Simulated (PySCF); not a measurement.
A calculated (UHF, PySCF 2.14, x2c-TZVPPall, scalar relativity by spin-free X2C-1e) atom or ion has these occupied shells.

```json
{"shell": "1s α", "electrons": "1", "orbital energy (eV)": "-9047.5", "rms radius, mean of both spins (bohr)": "0.0601"}
{"shell": "1s β", "electrons": "1", "orbital energy (eV)": "-9047.5", "rms radius, mean of both spins (bohr)": "0.0601"}
{"shell": "2s β", "electrons": "1", "orbital energy (eV)": "-1133.6", "rms radius, mean of both spins (bohr)": "0.254"}
{"shell": "2s α", "electrons": "1", "orbital energy (eV)": "-1133.6", "rms radius, mean of both spins (bohr)": "0.254"}
{"shell": "2p β", "electrons": "3", "orbital energy (eV)": "-974.29", "rms radius, mean of both spins (bohr)": "0.228"}
{"shell": "2p α", "electrons": "3", "orbital energy (eV)": "-974.21", "rms radius, mean of both spins (bohr)": "0.228"}
{"shell": "3s α", "electrons": "1", "orbital energy (eV)": "-140.33", "rms radius, mean of both spins (bohr)": "0.766"}
{"shell": "3s β", "electrons": "1", "orbital energy (eV)": "-140.32", "rms radius, mean of both spins (bohr)": "0.766"}
{"shell": "3p β", "electrons": "3", "orbital energy (eV)": "-91.618", "rms radius, mean of both spins (bohr)": "0.819"}
{"shell": "3p α", "electrons": "3", "orbital energy (eV)": "-91.459", "rms radius, mean of both spins (bohr)": "0.819"}
{"shell": "3d β", "electrons": "5", "orbital energy (eV)": "-13.129", "rms radius, mean of both spins (bohr)": "1.17"}
{"shell": "3d α", "electrons": "5", "orbital energy (eV)": "-13.006", "rms radius, mean of both spins (bohr)": "1.17"}
{"shell": "4s α", "electrons": "1", "orbital energy (eV)": "-6.708", "rms radius, mean of both spins (bohr)": "3.52"}
```

Q: Name the element and its charge.

A: Cu (copper, neutral), in [Ar] 3d10 4s1, 2S determinant.
